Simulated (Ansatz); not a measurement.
Basis sets compared for the cluster Ta₂O₅⁺. The state is a doublet with charge 1. Geometry PBE-D4/def2-SVP. Ansatz on 4 threads of Arm Neoverse V1 on a shared host; times are rough, and most runs start from earlier orbitals.

```xyz
7

Ta    0.0450    0.3533   -1.3318
Ta   -0.6852   -0.9690    1.1142
O    -0.5087    0.3999    2.1330
O    -0.0072    2.0579   -1.2106
O    -1.5777   -0.3461   -0.4571
O     1.0206   -1.3120    0.1753
O     1.7132   -0.1840   -0.4230
```

In the def2 sets Ta takes a core potential; there is no spin–orbit coupling. The structure holds 1 bond(s) between oxygen atoms. Another isomer (doublet) lies 2.91 eV lower at PBE0-D4/def2-TZVP; other spin states weren't run for this one.

```
           level  functions  energy (Eh)  HOMO (eV)  LUMO (eV)  wall time
 PBE-D4/def2-SVP        134    -489.4508     -10.49      -9.71      3.4 s
PBE0-D4/def2-SVP        134    -489.2808     -11.46      -8.99      4.9 s
```

Estimate the rows for PBE-D4/def2-TZVP (with forces), PBE0-D4/def2-TZVP.


```json
{"level": "PBE-D4/def2-TZVP (with forces)", "functions": "235", "energy (Eh)": "-489.9272", "HOMO (eV)": "-10.47", "LUMO (eV)": "-9.65", "wall time": "7.5 s"}
{"level": "PBE0-D4/def2-TZVP", "functions": "235", "energy (Eh)": "-489.7660", "HOMO (eV)": "-11.36", "LUMO (eV)": "-9.02", "wall time": "13 s"}
```
